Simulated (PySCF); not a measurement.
HP2, SMILES P#[PH+], charge +1.

Geometry optimised at TPSSh-D3(BJ)/def2-TZVPD. The isomer is the one that the SMILES or the coordinates give; other isomers of the formula were not compared.

Two levels are set side by side: TDA-PBE/def2-TZVPD (PySCF) and TDA-B3LYP/def2-TZVPD (PySCF). Vertical, same geometry. The lowest singlet is HOMO−1→LUMO+1 50 %, HOMO→LUMO 50 % with PBE and HOMO→LUMO 50 %, HOMO−1→LUMO+1 50 % with the other functional; states are paired by order. Differences are taken from unrounded values.

```json
[
 {"quantity": "lowest singlet excitation (eV)", "TDA-B3LYP": "3.66"},
 {"quantity": "lowest triplet excitation (TDA) (eV)", "TDA-B3LYP": "2.64"},
 {"quantity": "first bright state (f over 0.05) (eV)", "TDA-B3LYP": "9.20"},
 {"quantity": "its oscillator strength", "TDA-B3LYP": "0.15"}
]
```

Question: What does TDA-PBE give, and how far is it from TDA-B3LYP? (An estimate is asked for; the answer gives what the named calculation found.)

Answer: 
```csv
quantity,TDA-PBE,TDA-PBE minus TDA-B3LYP
lowest singlet excitation (eV),3.81,0.16
lowest triplet excitation (TDA) (eV),2.70,0.06
first bright state (f over 0.05) (eV),9.24,0.04
its oscillator strength,0.15,0.00
```

Rough cost on one machine, each run with all the roots and properties that it gave: TDA-B3LYP against TDA-PBE within a factor of 2.
